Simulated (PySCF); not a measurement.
SMILES [Si](C)(C)([SiH3])C, GFN2-xTB optimised geometry.

```
17

Si    -1.19    -1.84    -1.83
Si    -0.33    -0.68     0.00
C     -0.90     1.15     0.00
C      1.58    -0.68     0.00
C     -0.90    -1.46     1.65
H     -0.78    -1.27    -3.11
H     -0.77    -3.25    -1.86
H     -2.65    -1.86    -1.85
H     -0.50     1.69     0.85
H     -0.58     1.66    -0.90
H     -1.98     1.22     0.04
H      1.98    -0.23    -0.90
H      1.98    -1.69     0.05
H      1.98    -0.13     0.84
H     -0.58    -2.49     1.74
H     -1.99    -1.45     1.73
H     -0.51    -0.92     2.51
```

Density from CAM-B3LYP/def2-SVP (PySCF) at that geometry.

Minimum of the electron density along straight lines between bonded atoms, close to the bond critical point (lines longer than 1.1 times the sum of covalent radii, or with two minima, are not listed):

```json
[
 {"bond": "Si2–C3", "length / Å": "1.913", "ρ at the minimum / e bohr⁻³": "0.109", "∇²ρ there / e bohr⁻⁵": "0.31", "position (fraction from the first atom)": "0.38"},
 {"bond": "Si2–C4", "length / Å": "1.913", "ρ at the minimum / e bohr⁻³": "0.109", "∇²ρ there / e bohr⁻⁵": "0.31", "position (fraction from the first atom)": "0.38"},
 {"bond": "Si2–C5", "length / Å": "1.913", "ρ at the minimum / e bohr⁻³": "0.109", "∇²ρ there / e bohr⁻⁵": "0.31", "position (fraction from the first atom)": "0.38"},
 {"bond": "Si1–H6", "length / Å": "1.467", "ρ at the minimum / e bohr⁻³": "0.115", "∇²ρ there / e bohr⁻⁵": "0.33", "position (fraction from the first atom)": "0.49"},
 {"bond": "Si1–H7", "length / Å": "1.467", "ρ at the minimum / e bohr⁻³": "0.115", "∇²ρ there / e bohr⁻⁵": "0.33", "position (fraction from the first atom)": "0.49"},
 {"bond": "Si1–H8", "length / Å": "1.467", "ρ at the minimum / e bohr⁻³": "0.115", "∇²ρ there / e bohr⁻⁵": "0.33", "position (fraction from the first atom)": "0.49"},
 {"bond": "C3–H9", "length / Å": "1.087", "ρ at the minimum / e bohr⁻³": "0.271", "∇²ρ there / e bohr⁻⁵": "-0.98", "position (fraction from the first atom)": "0.63"},
 {"bond": "C3–H10", "length / Å": "1.086", "ρ at the minimum / e bohr⁻³": "0.272", "∇²ρ there / e bohr⁻⁵": "-0.98", "position (fraction from the first atom)": "0.63"},
 {"bond": "C3–H11", "length / Å": "1.086", "ρ at the minimum / e bohr⁻³": "0.272", "∇²ρ there / e bohr⁻⁵": "-0.98", "position (fraction from the first atom)": "0.63"},
 {"bond": "C4–H12", "length / Å": "1.086", "ρ at the minimum / e bohr⁻³": "0.272", "∇²ρ there / e bohr⁻⁵": "-0.98", "position (fraction from the first atom)": "0.63"},
 {"bond": "C4–H13", "length / Å": "1.086", "ρ at the minimum / e bohr⁻³": "0.272", "∇²ρ there / e bohr⁻⁵": "-0.98", "position (fraction from the first atom)": "0.63"},
 {"bond": "C4–H14", "length / Å": "1.087", "ρ at the minimum / e bohr⁻³": "0.271", "∇²ρ there / e bohr⁻⁵": "-0.98", "position (fraction from the first atom)": "0.63"},
 {"bond": "C5–H15", "length / Å": "1.086", "ρ at the minimum / e bohr⁻³": "0.272", "∇²ρ there / e bohr⁻⁵": "-0.98", "position (fraction from the first atom)": "0.63"},
 {"bond": "C5–H16", "length / Å": "1.086", "ρ at the minimum / e bohr⁻³": "0.272", "∇²ρ there / e bohr⁻⁵": "-0.98", "position (fraction from the first atom)": "0.63"},
 {"bond": "C5–H17", "length / Å": "1.087", "ρ at the minimum / e bohr⁻³": "0.271", "∇²ρ there / e bohr⁻⁵": "-0.98", "position (fraction from the first atom)": "0.63"}
]
```
